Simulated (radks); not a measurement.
Results of a calculation; reference values are marked as such.
Tm0.1+, configuration [Kr] 4d10 4f13 5s2 5p(1/2: 2, 3/2: 3.9) 6s2 (fractional occupations, a model configuration). Level of theory: Dirac Kohn-Sham, BLYP, spin-unpolarised, spherical densities, finite nucleus; open shells fill j = l - 1/2 first; Fermi nuclear charge, rms radius 5.2256 fm (a radial shooting solver on a logarithmic mesh with Libxc functionals).

Radial electron density D(r) = 4 pi r^2 rho(r):

```
   r/bohr * D(r) (the largest magnitude, 123, reaches the edge; | marks zero)
0.0007287 | *
0.0008483 | *
0.0009955 |  *
 0.001159 |  *
  0.00136 |   *
 0.001583 |    *
 0.001843 |      *
 0.002163 |       *
 0.002518 |         *
 0.002932 |            *
  0.00344 |               *
 0.004005 |                  *
   0.0047 |                     *
 0.005471 |                         *
  0.00637 |                             *
 0.007475 |                                 *
 0.008702 |                                     *
  0.01013 |                                       *
  0.01189 |                                         *
  0.01384 |                                          *
  0.01624 |                                         *
  0.01891 |                                        *
  0.02201 |                                      *
  0.02583 |                                     *
  0.03007 |                                     *
  0.03529 |                                        *
  0.04108 |                                             *
  0.04782 |                                                  *
  0.05612 |                                                      *
  0.06534 |                                                      *
  0.07606 |                                                   *
  0.08926 |                                              *
   0.1039 |                                          *
   0.1219 |                                          *
    0.142 |                                             *
   0.1653 |                                                 *
   0.1939 |                                               *
   0.2258 |                                       *
   0.2628 |                             *
   0.3084 |                       *
   0.3591 |                       *
   0.4214 |                          *
   0.4906 |                           *
   0.5711 |                       *
   0.6702 |                 *
   0.7802 |           *
   0.9156 |        *
    1.066 |      *
    1.241 |    *
    1.456 |   *
    1.695 |  *
    1.973 | *
    2.316 |*
    2.696 |*
    3.164 *
    3.683 *
    4.288 *
    5.032 *
    5.858 *
    6.819 *
    8.003 *
    9.316 *
    10.93 *
    12.73 *
```

D(r) has 4 maxima, at r = 0.0138, 0.0618, 0.172, 0.464 bohr, and minima at 0.0267, 0.112, 0.329 bohr, inside which lie 2.01, 11.12, 29.60 electrons.
